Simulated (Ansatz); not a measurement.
```yaml
crystal:
  periodic: [false, false, false]
  atoms:
    - {symbol: Mo, position_ang: [-0.601781, 0.807415, -1.475790]}
    - {symbol: Mo, position_ang: [-0.154218, -1.282244, -1.871210]}
    - {symbol: Si, position_ang: [1.578277, -0.356508, -0.467109]}
    - {symbol: Si, position_ang: [0.294357, 1.458570, 0.756292]}
    - {symbol: Si, position_ang: [-2.100195, 0.653584, 0.433482]}
    - {symbol: Si, position_ang: [1.443461, -0.232075, 1.958993]}
    - {symbol: Si, position_ang: [-0.459900, -1.048742, 0.665343]}
basis:
  gaussian: {orbitals: def2-TZVP, initial_orbitals: start.molden}
total_charge: 1
magnetization: {spin_polarized: true, initial_magnetization: 1}
hamiltonian: {xc: {name: wB97M-V}}
scf: {omitted_lower_state_checks: [starts]}
output: {orbitals: {seedname: orbitals}}
```

The file start.molden holds the orbitals of an earlier run on this structure, at another level or in another basis.

```sh
$ ansatz run in.yaml --threads 4 --pin off --events-out ev --progress --plain --max-ram 4787MiB
```

(1) Does this run fit into the memory that it is given?

## Answers

(1) No. It has 265 basis functions, and Ansatz plans for 5.02 GiB where 4.67 GiB are given.
